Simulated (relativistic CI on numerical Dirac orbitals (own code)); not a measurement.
# Hyperfine structure of Xe20+, mass number 131

Computed by Dirac-Coulomb-Breit CI, orbitals from a KLI potential per configuration, model QED (radiative potential, 1s self-energy scaled to tabulated hydrogen-like ionisation energies), unscaled Slater integrals (own radial code, finite nucleus).

Configuration list (outside the closed core [Ar] 3d10): 4s2 4p4, 4s 4p5, 4s2 4p3 4d, 4p6, 4s 4p4 4d, 4s2 4p3 4f, 4s 4p4 4f, 4p5 4d, 4s 4p3 4d2, 4s2 4p2 4d 4f, 4p5 4f, 4s2 4p3 5s, 4p4 4d2, 4p3 4d3, 4p3 4d2 4f, 4p3 4d2 5s. Double excitations out of closed p, d and f shells are left out; levels of such configurations are missing from the list, as are those of other unlisted configurations, and high levels can miss mixing partners.

Nuclear spin I = 3/2, μ = 0.69185 μN, Q = -0.114 b (tables of Stone and Pyykkö). The electronic factors are computed for point nuclear moments, without core polarisation or the Bohr-Weisskopf and QED corrections.

| Level | E (cm⁻¹) | A (MHz) | B (MHz) |
| --- | --- | --- | --- |
| 4s2 4p4 3P_2 | 0 | 6510 | -1060 |
| 4s2 4p4 3P_1 | 119356 | -2307 | 1560 |
| 4s2 4p4 1D_2 | 144147 | 15890 | 4180 |
| 4s 4p5 3P°_2 | 518464 | 36280 | 2860 |
| 4s 4p5 3P°_1 | 562632 | -6563 | -451 |
| 4s2 4p3 4d 5D°_4 | 688161 | 2343 | -1570 |

Levels with J = 0, under 50 % of one LS term, or S terms without an open s electron are left out. Small factors come from cancelling terms and can be off by tens of per cent or more.

At this charge energies of transitions that change n are usually good to better than 1 %, and those within a shell (Δn = 0) to a few per cent.

(1) Give the hyperfine levels of 4s2 4p4 3P_2 relative to its centre of gravity.

## Answers

(1) With K = F(F + 1) − I(I + 1) − J(J + 1), E = AK/2 + B[¾K(K + 1) − I(I + 1)J(J + 1)]/[2I(2I − 1)J(2J − 1)]: F = 1/2: -30220, F = 3/2: -19530, F = 5/2: -2592, F = 7/2: 19260 MHz.

LS names give the leading component of a level, which can be under half, so a name can repeat, a term be missing and a line seem to break the LS rules.
